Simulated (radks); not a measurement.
Species: Cs XV. Configuration: [Kr] 4d5 (the NIST ground configuration). Calculated with a radial shooting solver on a logarithmic mesh with Libxc functionals: Dirac Kohn-Sham, PBE, spin-unpolarised, spherical densities, point nucleus; open shells are shared between the two j in proportion to 2j + 1.

Unscreened Slater integrals over Kohn-Sham orbitals (hartree). Large and small components are both included.

integral           value
F0(4d5/2,4d5/2)   1.2028
F2(4d5/2,4d5/2)  0.61928
F4(4d5/2,4d5/2)  0.41847
F0(4d5/2,4d3/2)   1.2082
F2(4d5/2,4d3/2)  0.62171
G2(4d5/2,4d3/2)  0.62083
G4(4d5/2,4d3/2)  0.41952
F0(4d5/2,4p3/2)   1.2353
F2(4d5/2,4p3/2)  0.64040
G1(4d5/2,4p3/2)  0.81081
G3(4d5/2,4p3/2)  0.51236
F0(4d5/2,4p1/2)   1.2533
G3(4d5/2,4p1/2)  0.51631
F0(4d3/2,4d3/2)   1.2137
F2(4d3/2,4d3/2)  0.62432
F0(4d3/2,4p3/2)   1.2412
F2(4d3/2,4p3/2)  0.64351
G1(4d3/2,4p3/2)  0.81330
G3(4d3/2,4p3/2)  0.51437
F0(4d3/2,4p1/2)   1.2595
G1(4d3/2,4p1/2)  0.82602
F0(4p3/2,4p3/2)   1.2723
F2(4p3/2,4p3/2)  0.67113
F0(4p3/2,4p1/2)   1.2920
G2(4p3/2,4p1/2)  0.67749
F0(4p1/2,4p1/2)   1.3131
